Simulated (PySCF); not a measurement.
Point groups of optimised structures. Computed with PBE0/pcSseg-1 in PySCF (dipole) on a GFN2-xTB geometry, gas phase. The symmetry is that of the one conformer found, every atom within 0.08 Å of its image; none is proved a minimum here.

(1) `[CH3:1][O:2][C:3]1=[CH:4][C:5](=[O:6])[C@@H:7]([O:8][CH3:9])[CH2:10][CH2:11]1` with C1–O2–C3–C4 1°, C5–C7–O8–C9 -75°, C3–C4–C5–O6 -177°, C4–C5–C7–O8 -156°, C5–C7–C10–C11 59°, C7–C10–C11–C3 -54°: symmetry, top, dipole?

(2) `[CH:1]#[C:2][C:3]1=[CH:4][CH2:5][CH2:6][C@@H:7]([CH:8]=[CH2:9])[CH2:10]1` with C6–C7–C8–C9 -120°, C3–C4–C5–C6 -16°, C4–C5–C6–C7 47°, C5–C6–C7–C8 174°, C6–C7–C10–C3 48°: symmetry, top, dipole?

(3) What symmetry has `[O:1]=[CH:2][O:3]/[CH:4]=[CH:5]\[O:6][CH:7]=[O:8]` with O1–C2–O3–C4 0°, C2–O3–C4–C5 180°, C4–C5–O6–C7 180°, C5–O6–C7–O8 0°?

(4) What symmetry has `[CH3:1][O:2][C:3](=[O:4])[C:5]1=[CH:6][C:7]([F:8])([F:9])[O:10]1` with C1–O2–C3–O4 0°, O2–C3–C5–C6 180°, H–C1–O2–C3 -60° (nearest H)?

Answers

(1) C1; asymmetric top; symmetry number 1; this conformer is chiral (no improper operation); dipole 3.95 D; A, B, C = 2498, 651.0, 535.2 MHz.

(2) C1; asymmetric top; symmetry number 1; this conformer is chiral (no improper operation); dipole 0.94 D.

(3) C2v; near-prolate asymmetric top; symmetry number 2; 4 operations, which sort the 12 atoms into 6 sets; dipole 1.88 D, along b, the twofold axis; A, B, C = 11932, 793.4, 743.9 MHz; heavy atoms equivalent by symmetry: O1/O8, C2/C7, O3/O6, C4/C5.

(4) Cs; near-prolate asymmetric top; symmetry number 1; 2 operations, which sort the 14 atoms into 12 sets; dipole 2.16 D, in the ab plane, which is the mirror; heavy atoms equivalent by symmetry: F8/F9.
